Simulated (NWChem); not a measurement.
System: InI₂Cl; SMILES [I][In]([Cl])[I]

Computed with NWChem. Geometry: optimised at PBE0/def2-SVP (def2 core potentials past Kr).

For level B3LYP/STO-3G, non-relativistic:

| Quantity | Value |
|---|---|
| highest occupied level (eV) | -5.23 |
| orbital gap (eV) | 5.66 |
| dipole (D) | 1.01 |

Question: What are these values for level B3LYP/3-21G, non-relativistic?

Answer: 
| Item | Value |
|---|---|
| highest occupied level (eV) | -7.75 |
| orbital gap (eV) | 4.62 |
| dipole (D) | 1.52 |
